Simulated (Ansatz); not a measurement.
Relaxation of CH6GaN (9 atoms, charge 0, multiplicity 1), to a largest force component of 0.02 eV/Å in at most 40 steps.

Method: Ansatz 0.2.0, RKS B3LYP/def2-SVP.

```xyz
9
Properties=species:S:1:pos:R:3
Ga 0.000 0.000 0.000
C 0.000 0.000 1.980
H -1.000 -0.309 2.350
H 0.768 -0.711 2.350
H 0.232 1.020 2.350
H 1.360 0.000 -0.785
N -1.671 0.000 -0.965
H -2.340 -0.816 -0.866
H -1.920 0.816 -1.594
```

Q: Where does it end, and by what steps?

A: The run converged. After 10 steps the energy has fallen by 0.672 eV; H9 moved furthest, 0.86 Å.

```
step  energy less start (eV)  largest force component (eV/Å)  accepted
   0                  0.0000                           1.849       yes
   1                 -0.2989                           1.176       yes
   2                 -0.4820                           0.908       yes
   3                 -0.5936                           0.418       yes
   4                 -0.6461                           0.230       yes
   5                 -0.6447                           0.282        no
   6                 -0.6680                           0.097       yes
   7                 -0.6707                           0.055       yes
   8                 -0.6712                           0.030       yes
   9                 -0.6715                           0.023       yes
  10                 -0.6715                           0.014       yes
```

```xyz
9
Properties=species:S:1:pos:R:3
Ga -0.008 0.134 -0.001
C -0.031 -0.071 1.966
H -1.033 -0.325 2.343
H 0.671 -0.863 2.276
H 0.298 0.863 2.450
H 1.256 0.433 -0.884
N -1.580 -0.024 -0.917
H -2.481 -0.212 -0.488
H -1.665 0.065 -1.924
```

Whether the end is a true minimum wasn't checked by a vibrational analysis.

The run took 10 s on 2 threads of AMD EPYC 9R45 96-Core Processor (Zen 5) (shared host), peak memory 0.2 GiB.
